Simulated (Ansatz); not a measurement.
CH3BFGa. Charge 0, multiplicity 1. The bonds changed during the relaxation, so this is another structure than the one it started from.

Z-matrix (Å, degrees):
```
C
B 1 1.448
Ga 1 2.379 2 73.0
F 1 1.405 2 120.7 3 -58.1
H 1 1.084 2 130.8 3 117.9
H 2 1.195 1 120.9 3 -117.3
H 2 1.219 1 118.9 3 57.7
```

(1) What are the harmonic wavenumbers in cm⁻¹ at PBE0-D4/def2-TZVP (Ansatz, finite differences of forces, unscaled)? (Estimate.)

(2) Is this a minimum?

(3) Give the ideal-gas thermochemistry at 298.15 K and 1 bar (rigid rotor, harmonic oscillator; point group C1, symmetry number 1).

(4) And at 400, 500, 600, 800 and 1000 K?

## Answers

(1) Computed: 113, 221, 286, 383, 594, 780, 829, 888, 967, 1105, 1258, 1418, 2446, 2641, 3205.

(2) Yes, all 15 modes are real.

(3) Zero-point energy 102.5 kJ/mol; H(298) − E = 118.9 kJ/mol; entropy 312.7 J/(mol·K), of which translation 168.0, rotation 107.3, vibration 37.4; G(298) − E = 25.7 kJ/mol.

(4) 
| T (K) | H − E (kJ/mol) | S (J/mol/K) | G − E (kJ/mol) |
| --- | --- | --- | --- |
| 400 | 127.5 | 337.6 | -7.5 |
| 500 | 137.2 | 359.1 | -42.3 |
| 600 | 147.8 | 378.4 | -79.2 |
| 800 | 171.1 | 411.8 | -158.4 |
| 1000 | 196.3 | 439.9 | -243.6 |
